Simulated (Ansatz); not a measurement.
Cartesian coordinates in Å:
```
C 2.792 -1.108 1.056
O 1.556 -0.497 0.924
Y -0.225 0.353 0.497
C -2.088 -0.626 1.606
O -0.647 1.182 -1.294
C -0.850 1.648 -2.583
H 3.314 -0.756 1.955
H 3.441 -0.901 0.194
H 2.691 -2.198 1.141
H -1.903 -0.858 2.663
H -2.996 -0.010 1.571
H -2.361 -1.582 1.135
H -0.333 1.023 -3.323
H -0.473 2.673 -2.700
H -1.917 1.656 -2.841
```

The species carries charge 0 and has multiplicity 1. Y: def2 effective core potential.

(1) List the PBE0/def2-TZVPP orbital energies in eV (Ansatz). (Best estimate.)

Answers

(1) The calculation gave: Occupied: -521.64, -521.64, -278.87, -278.86, -276.26, -50.92, -29.97, -29.40, -29.12, -26.59, -26.08, -18.16, -17.95, -17.62, -12.23, -12.05, -12.04, -12.01, -11.99, -11.63, -9.88, -9.87, -7.77, -7.68, -7.51, -7.48, -6.19. Lowest empty: -1.53, 0.00, 0.37, 0.42, 0.66, 0.92, 0.94, 1.89.
